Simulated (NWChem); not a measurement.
Molecule: HSeCl; SMILES Cl[SeH]

All runs: NWChem. This build's default masses of Se (78.918 u) and Br (79.917 u) are each other's, which moves their modes by up to 0.6 %. Each level has its own optimisation; frequencies are unscaled.

For level PBE0/def2-SVP:

```yaml
r Cl–Se (Å): 2.184
highest harmonic frequency (cm⁻¹): 2440
lowest (cm⁻¹): 419
```

Estimate the same quantities for level BLYP/def2-SVP.

The r Cl–Se (Å) is 2.241 and the highest harmonic frequency (cm⁻¹) is 2291. The lowest (cm⁻¹) is 373.
